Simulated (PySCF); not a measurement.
Two species compared at the same levels of theory.

First species: C₈H₁₁N.
SMILES: `C=C/C=C\C(=C)/C=N\C`

Second species: C9H13F.
Atom-mapped SMILES: `[CH3:1][CH2:2][C@@:3]12[CH:4]=[CH:5][C@@:6]([F:7])([CH2:8][CH2:9]1)[CH2:10]2` (hydrogens: H11, H12, H13 on C1; H14, H15 on C2; H16 on C4; H17 on C5; H18, H19 on C8; H20, H21 on C9; H22, H23 on C10)

Levels: PBE0/pcSseg-1 for HOMO energy, LUMO energy and HOMO–LUMO gap. Geometries: GFN2-xTB. Each structure is a single optimised conformer of the isolated species, non-relativistic unless stated; the electronic structure was computed with PySCF and density fitting.

The conformers computed, where there is a choice (atom-mapped SMILES and torsion angles):
- `[CH2:1]=[CH:2]/[CH:3]=[CH:4]\[C:5](=[CH2:6])/[CH:7]=[N:8]\[CH3:9]`: C1–C2–C3–C4 -177°, C3–C4–C5–C6 -163°, C4–C5–C7–N8 -130°

The conformers of `CC[C@@]12C=C[C@@](F)(CC1)C2` aren't listed.

Values for the first species:

```
HOMO energy   : -6.45 eV
LUMO energy   : -1.61 eV
HOMO–LUMO gap : 4.84 eV
```

Estimate the same properties for the second species, and the change in each.

```tsv
property	first	second	second less first
HOMO energy	-6.45 eV	-7.23 eV	-0.78 eV
LUMO energy	-1.61 eV	0.17 eV	+1.78 eV
HOMO–LUMO gap	4.84 eV	7.40 eV	+2.56 eV
```

